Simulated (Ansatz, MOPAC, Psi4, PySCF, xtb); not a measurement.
Complex: NH3 (SMILES N) (first 4 atoms) with C3H8 (SMILES CCC); geometry from B3LYP-D3(BJ)/def2-TZVP, rigid monomers moved along the line of their centres of mass till H2···H11 is 2.68 Å.
(charge 0, multiplicity 1):
```xyz
15

N      0.296     0.129     0.484
H      0.134     0.824     1.204
H      0.965     0.520    -0.170
H     -0.577     0.003    -0.015
C      1.232     0.044     4.451
C     -0.251     0.406     4.483
C     -1.151    -0.775     4.127
H      1.861     0.902     4.698
H      1.453    -0.748     5.171
H      1.521    -0.318     3.462
H     -0.441     1.232     3.789
H     -0.516     0.786     5.474
H     -2.207    -0.495     4.143
H     -0.913    -1.156     3.132
H     -1.014    -1.595     4.836
```

```
level                              interaction energy (kJ/mol)
---------------------------------  ---------------------------
GFN-FF                                                    -2.8
AM1                                                       -0.1
PM6                                                       -1.9
PM7                                                       -4.6
GFN2-xTB                                                  -4.6
HF/STO-3G (no counterpoise)                               -0.3
HF/3-21G (no counterpoise)                                -4.7
HF/6-31G*                                                  0.2
HF/aug-cc-pVDZ                                             0.5
PBE/def2-TZVPPD                                           -2.4
PBE-D4/def2-TZVPPD                                        -5.4
r2SCAN-D3(BJ)/def2-TZVPPD                                 -4.5
B3LYP/3-21G (no counterpoise)                             -7.0
B3LYP/6-31G* (no counterpoise)                            -3.9
B3LYP/6-311+G** (no counterpoise)                         -0.4
PBE0-D3(BJ)/def2-TZVPPD                                   -5.2
PBE0-D4/def2-TZVPPD                                       -4.9
CCSD/aug-cc-pVDZ                                          -3.4
CCSD(T)/aug-cc-pVDZ                                       -4.1
SAPT0/jun-cc-pV(D+d)Z                                     -3.0
```

The rows run from -7.0 (B3LYP/3-21G (no counterpoise)) to 0.5 kJ/mol (HF/aug-cc-pVDZ). In aug-cc-pVDZ the value moves HF 0.5, CCSD -3.4, CCSD(T) -4.1, a shift of -4.6 from HF to CCSD(T). The dispersion term adds -3.0 in PBE-D4.

Monomers are frozen at their geometry in the pair; levels with a basis set take the counterpoise correction. Rows marked so take none.

Correlated levels freeze the cores. Rows in 3-21G, 6-311+G**, 6-31G*, STO-3G carry no dispersion term and start afresh at each structure (6-31G* with six Cartesian d functions). The state that AM1, PM6, PM7 reach isn't checked; PM7 holds dispersion and hydrogen-bond terms.

Codes used: Ansatz (a quantum-chemistry and plane-wave program); MOPAC for AM1, PM6, PM7 (differences of heats of formation); Psi4 for SAPT; PySCF for 3-21G rows, 6-311+G** rows, 6-31G* rows, STO-3G rows, the dispersion terms; xtb for the GFN methods.
